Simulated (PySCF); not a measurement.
Mg(H)(Et), C2H6Mg, SMILES C[CH2][MgH], singlet (CAM-B3LYP/def2-SVP optimised geometry):

```
9

Mg    -1.105     0.692     0.000
H     -2.802     0.705     0.001
C      0.999     0.692     0.000
C      1.701    -0.671    -0.090
H      1.340     1.219     0.910
H      1.341     1.334    -0.832
H      1.439    -1.214    -1.014
H      1.433    -1.334     0.749
H      2.802    -0.585    -0.081
```

Computed with CAM-B3LYP/def2-TZVP (PySCF).

**Question.** What are the frontier orbital energies and the dipole moment?

**Answer.** HOMO-2 -10.60 eV, HOMO-1 -9.49 eV, HOMO -7.70 eV, LUMO 0.41 eV, LUMO+1 0.46 eV; dipole moment 0.46 D.

On the same geometry PBE/def2-TZVP in PySCF gives HOMO-2 -7.77 eV, HOMO-1 -6.77 eV, HOMO -5.21 eV, LUMO -0.99 eV, LUMO+1 -0.91 eV; dipole moment 0.54 D.

Meta-Löwdin charges at CAM-B3LYP/def2-TZVP: Mg1 1.13, H2 -0.51, C3 -0.76, C4 -0.31, H5 0.09, H6 0.09, H7 0.09, H8 0.09, H9 0.10.
